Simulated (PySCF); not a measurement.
# Peak assignment

Molfile (atoms numbered from 1):
```
C4H12O2Si3
     RDKit          3D

 21 20  0  0  0  0  0  0  0  0999 V2000
   -2.0697   -1.3794   -1.3793 C   0  0  0  0  0  0  0  0  0  0  0  0
   -1.0995   -1.3801   -0.4656 C   0  0  0  0  0  0  0  0  0  0  0  0
   -0.4061   -2.6118   -0.1205 C   0  0  0  0  0  0  0  0  0  0  0  0
    0.6075   -2.6352    0.5386 O   0  0  0  0  0  0  0  0  0  0  0  0
   -0.3929    0.1341    0.4408 Si  0  0  2  0  0  4  0  0  0  0  0  0
   -1.2985    1.3971   -0.0575 O   0  0  0  0  0  0  0  0  0  0  0  0
   -1.7573    2.7729   -0.7670 Si  0  0  0  0  0  4  0  0  0  0  0  0
    1.8252    0.4914   -0.0917 Si  0  0  0  0  0  4  0  0  0  0  0  0
    2.9578   -0.3068    1.2028 C   0  0  0  0  0  0  0  0  0  0  0  0
   -2.5732   -0.4661   -1.6483 H   0  0  0  0  0  0  0  0  0  0  0  0
   -2.3819   -2.2772   -1.8952 H   0  0  0  0  0  0  0  0  0  0  0  0
   -0.8625   -3.5513   -0.4913 H   0  0  0  0  0  0  0  0  0  0  0  0
   -0.8048   -0.0150    1.8449 H   0  0  0  0  0  0  0  0  0  0  0  0
   -2.5018    3.5166    0.2451 H   0  0  0  0  0  0  0  0  0  0  0  0
   -2.5986    2.3965   -1.9041 H   0  0  0  0  0  0  0  0  0  0  0  0
   -0.5575    3.4841   -1.2041 H   0  0  0  0  0  0  0  0  0  0  0  0
    2.1541    1.9291   -0.1738 H   0  0  0  0  0  0  0  0  0  0  0  0
    2.1815   -0.0520   -1.4181 H   0  0  0  0  0  0  0  0  0  0  0  0
    4.0044   -0.1977    0.9349 H   0  0  0  0  0  0  0  0  0  0  0  0
    2.8215    0.1356    2.1860 H   0  0  0  0  0  0  0  0  0  0  0  0
    2.7433   -1.3678    1.2849 H   0  0  0  0  0  0  0  0  0  0  0  0
  1  2  2  0
  2  3  1  0
  3  4  2  0
  2  5  1  0
  5  6  1  0
  6  7  1  0
  5  8  1  0
  8  9  1  0
  1 10  1  0
  1 11  1  0
  3 12  1  0
  5 13  1  1
  7 14  1  0
  7 15  1  0
  7 16  1  0
  8 17  1  0
  8 18  1  0
  9 19  1  0
  9 20  1  0
  9 21  1  0
M  END
```

- coordinates at the GFN2-xTB level
- shieldings: GIAO PBE0/pcSseg-1
- program: PySCF 2.14.0 with density-fitted response routines
- relativity neglected, one computed conformer, isolated molecule, averaged over atoms made equivalent by symmetry, fast rotation or ring inversion

δ = σ(ref) − σ, references computed at the same level: ¹³C and ¹H against TMS.

**Question.** Assign these signals to the numbered atoms. ¹³C{¹H} NMR (computed): δ 205.0 (CH), 162.8 (C), 153.7 (CH2), -10.8 (CH3).

**Answer.** 
```tsv
δ (ppm)	atoms	environment	reason
205.0	C3	aldehyde carbonyl carbon	the double bond to the heteroatom, with no lone-pair donor beside it, deshields it most
162.8	C2	α carbon of a C=C–C=O unit	the olefinic region
153.7	C1	β carbon of a C=C–C=O unit	conjugation with the carbonyl draws π density from the β position
-10.8	C9	methyl carbon bonded to Si	an electropositive neighbour leaves it electron-rich and shielded
```

**Question.** Assign these signals to the numbered atoms. ¹H NMR (400 MHz, computed): δ 9.88 (s, 1H), 7.13 (m, 1H), 7.03 (m, 1H), 5.79 (m, 1H), 5.22 (s, 3H), 4.16 (m, 1H), 3.80 (m, 1H), 0.46 (m, 3H).

**Answer.** 
| δ (ppm) | atoms | environment | reason |
| --- | --- | --- | --- |
| 9.88 | H12 | hydrogen on an aldehyde carbonyl carbon | the formyl region, downfield of aromatic protons |
| 7.13 | H10 | hydrogen on a β carbon of a C=C–C=O unit | a vinylic proton, deshielded by the sp2 carbon and the C=C anisotropy |
| 7.03 | H11 | hydrogen on a β carbon of a C=C–C=O unit | – |
| 5.79 | H13 | hydrogen on a silicon bonded to C, O, Si | – |
| 5.22 | H14/H15/H16 | hydrogen on a silicon bonded to O | – |
| 4.16 | H17 | hydrogen on a silicon bonded to C, Si | – |
| 3.80 | H18 | hydrogen on a silicon bonded to C, Si | – |
| 0.46 | H19/H20/H21 | hydrogen on a methyl carbon bonded to Si | an electropositive neighbour shields it, as in TMS itself |

H10 and H11 lie closer than the usual error of such a calculation, so a measured spectrum could show them in the other order.

Shifts are as computed. Against solution values, carbons near 30 ppm lie about +3 ppm off and those near 130 ppm about +5 ppm. Of 1211 compounds with measured shifts, 218 miss one by over three times the rms of a fit or turn the order of signals round; such compounds aren't used in these exercises. No couplings were computed; multiplicities are counted from neighbouring protons, with m where these are inequivalent, close in shift, in a saturated or five-membered ring or joined by F or P, and br s for small geminal =CH2 splittings.
